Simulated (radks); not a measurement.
Effect of the nuclear size on the scandium ion Sc+, [Ar] 3d1 4s1. All-electron calculation, Dirac Kohn-Sham, exchange-only LDA, spin-unpolarised, spherical densities, finite nucleus; open shells are shared between the two j in proportion to 2j + 1; Fermi nuclear charge, rms radius 3.5459 fm. Program: a radial shooting solver on a logarithmic mesh with Libxc functionals. The rms radius is varied about that value; shifts are against it.

| rms radius (fm) | total energy shift (eV) | density at nucleus (e/bohr^3) | 1s1/2 shift (meV) | 2s1/2 shift (meV) |
|---|---|---|---|---|
| 2.9821 | -0.0113 | 7245 | -4.78 | -0.388 |
| 3.3792 | -0.00354 | 7220 | -1.50 | -0.121 |
| 3.5459 | 0 | 7210 | 0.000 | 0.000 |
| 3.6877 | 0.00314 | 7202 | 1.33 | 0.108 |
| 4.3083 | 0.0183 | 7171 | 7.73 | 0.628 |

Slopes of the eigenvalues against <r^2> in GHz/fm^2, as finite differences over the two radii next to the reference (eigenvalue slopes, not the field-shift constants of lines): 1s1/2 313, 2s1/2 25.4.
